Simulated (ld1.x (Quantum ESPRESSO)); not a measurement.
**Transferability test, TM potential for indium (In)**

ld1.x (Quantum ESPRESSO) 7.5 input, shortened:

```
&input
   title='In', zed=49., rel=2, dft='PBE', iswitch=3,
   config='[Kr] 4d10 4f-2 5s2 5p1', rel_dist='average'
 /
 &inputp
   pseudotype=2, tm=.true., lloc=-1, rcloc=1.40,
   nlcc=.true., rcore=0.70
 /
4
5S  1  0   2.00   0.00  1.95  1.95  0.0
5P  2  1   1.00   0.00  2.95  2.95  0.0
4D  3  2  10.00   0.00  1.15  1.15  0.0
4F  4  3  -2.00  -0.20  3.10  3.10  0.0
 &test
   configts(1)='4d10 5s2 5p1'
 /
```

Open shells are filled in proportion to 2j + 1 (rel_dist='average').

Energies are relative to the spin-unpolarised reference configuration 4d10 5s2 5p1; without spin polarisation the order of configurations can differ from experiment. Not all tests gave a result: 3 of 7 tests not solved or not reliable. Left out of the table: 4d9 5s2 5p2 (solver errors, printed error -1532 eV); 4d10 5s0 5p3 (solver errors, printed error -1492 eV); 4d10 5s1 5p1 (solver errors, printed error -3.1 eV).

Give the all-electron excitation energy and the error of the potential for: 4d10 5s2 5p0; 4d10 5s1 5p0; 4d10 5s0 5p0; 4d10 5s2 5p1.3.

```csv
valence configuration,charge,ΔE all-electron (eV),error AE − PS (meV)
4d10 5s2 5p0,+1,5.374,-1.2
4d10 5s1 5p0,+2,24.609,-13
4d10 5s0 5p0,+3,52.929,-59
4d10 5s2 5p1.3,-0.3,-0.534,-0.1
```

These tests converged, but a pseudo level misses the all-electron one widely, so the file describes the atom poorly there or has found another state: 4d10 5s0 5p0: empty 5p by 5.4 eV.

Note: ghost states, extra bound levels that the all-electron valence spectrum of the same l lacks: s at -117.6 eV, p3/2 at -18.3 eV, p1/2 at -13.0 eV. A true bound ghost makes a file unfit for plane-wave use.
